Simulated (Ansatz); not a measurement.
Cost and result for the atomization energy of `[GeH3][S][SiH2]I` (9 atoms, 8 bonds).

Cartesian coordinates in Å:
```
Ge 0.4901 1.3418 -0.9985
S -1.1787 0.7296 0.3544
Si -0.4221 -1.1827 0.8679
I -1.9840 -2.2028 2.4298
H 0.1119 2.7450 -1.4815
H 1.8092 1.3603 -0.2122
H 0.5890 0.3574 -2.1732
H -0.3152 -2.0648 -0.3192
H 0.8998 -1.0839 1.5326
```

Charge 0, multiplicity 1. Correlated methods include outer-core shells of Ge, I, which these sets cover unevenly. Scalar relativity is left out up to krypton. I: def2 effective core potential. All single points use the PBE0-D4/def2-TZVP geometry. It is one conformer, not always the lowest. Program: Ansatz. All runs use 4 threads of an AMD EPYC 9R45 on a shared host. Times are those of one run each, without the atoms' runs, and a repeat can differ threefold. Electronic energies, without spin–orbit coupling; frozen cores. CCSD(T)/CBS adds CCSD(T) − MP2 in def2-TZVPP to the MP2 limit, and its time is that of the two runs behind it. T1 = 0.010. With those shells the extrapolation isn't a true limit. HSE06 is the plane-wave form, built on full-range PBE exchange.

CCSD(T)/CBS is a level of theory with its own doubt, some kJ/mol a heavy atom from the limit and from the frozen cores, so smaller differences don't rank the functionals.

| level | functions | wall time |
| --- | --- | --- |
| LDA (SPW92)/def2-TZVPP | 252 | 0.65 s |
| BLYP-D4/def2-TZVPP | 252 | 0.9 s |
| PBE-D4/def2-TZVPP (with forces) | 252 | 1.1 s |
| HSE06-D4/def2-TZVPP | 252 | 1.9 s |
| CAM-B3LYP-D4/def2-TZVPP | 252 | 1.9 s |
| B2PLYP/def2-TZVPP | 252 | 2.5 s |
| PBE-QIDH/def2-TZVPP | 252 | 2.7 s |
| CCSD(T)/def2-SVP | 119 | 3.5 s |
| ωB97X-V/def2-TZVPP | 252 | 3.5 s |
| ωB97M-V/def2-TZVPP (with forces) | 252 | 5 s |
| MP2/def2-QZVPP | 461 | 9 s |
| CCSD(T)/def2-TZVPP | 252 | 87 s |
| CCSD(T)/CBS(def2) | – | 96 s |

(1) What atomization energy does each give, and how far from CCSD(T)/CBS? (Estimate.)

Answers

(1) The calculation gave: 
| level | atomization (kcal/mol) | difference from CCSD(T)/CBS | per bond |
| --- | --- | --- | --- |
| LDA (SPW92)/def2-TZVPP | 660.9 | 67.8 | 8.5 |
| BLYP-D4/def2-TZVPP | 574.2 | -18.9 | -2.4 |
| PBE-D4/def2-TZVPP (with forces) | 584.5 | -8.6 | -1.1 |
| HSE06-D4/def2-TZVPP | 582.8 | -10.3 | -1.3 |
| CAM-B3LYP-D4/def2-TZVPP | 581.9 | -11.2 | -1.4 |
| B2PLYP/def2-TZVPP | 574.6 | -18.5 | -2.3 |
| PBE-QIDH/def2-TZVPP | 583.7 | -9.4 | -1.2 |
| CCSD(T)/def2-SVP | 538.4 | -54.7 | -6.8 |
| ωB97X-V/def2-TZVPP | 593.8 | 0.7 | 0.1 |
| ωB97M-V/def2-TZVPP (with forces) | 585.6 | -7.5 | -0.9 |
| MP2/def2-QZVPP | 587.2 | -5.9 | -0.7 |
| CCSD(T)/def2-TZVPP | 574.8 | -18.3 | -2.3 |
| CCSD(T)/CBS(def2) | 593.1 | 0.0 | 0.0 |

Leaving LDA and LC-ωPBE aside and taking each functional with its dispersion term where it has one, the values, not all of them listed here, spread over 21.9 kcal/mol, from revPBE-D4 to B97M-V. LDA lies +83.3 kcal/mol from PBE without D4, its usual overbinding. In def2-TZVPP, CCSD(T) changes the Hartree–Fock value by +146.4 kcal/mol (the triples alone add +9.2 kcal/mol) and MP2 by +148.2 kcal/mol; breaking electron pairs costs correlation energy, which Hartree–Fock lacks. From BLYP to BHLYP (50 % exact exchange), in def2-TZVPP and without D4, the atomization energy moves by +5.6 kcal/mol.

Spin–orbit coupling would lower the free I atoms strongly, and the atomization energy with them, by more than many differences here. For some Ge, Se and Sn compounds the MP2-based and the directly extrapolated limit differ by 10 to 25 kJ/mol.
